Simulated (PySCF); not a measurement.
Excitations are Tamm–Dancoff values on a coarser integration grid. The basis has no diffuse functions, so Rydberg states are missing or too high.

Species: H$_{4}$AlBrN$_{2}$, SMILES `[Br][Al]([NH2])[NH2]` (charge 0, multiplicity 1).

Q: What is the computed S1 excitation (TDA), HOMO–LUMO gap, dipole moment, T1 excitation (TDA), HOMO, S1–T1 gap (TDA), brightest of the four lowest singlets (TDA) and LUMO (ωB97X-D3(BJ)/def2-TZVP // PBE0-D3(BJ)/def2-TZVP (PySCF 2.14.0))?

A: 
```yaml
S1 excitation (TDA): 6.17 eV
HOMO–LUMO gap: 11.55 eV
dipole_moment: 2.61 D
T1 excitation (TDA): 5.81 eV
HOMO: -9.85 eV
S1–T1 gap (TDA): 0.36 eV
brightest of the four lowest singlets (TDA): 7.68 eV
LUMO: 1.69 eV
```
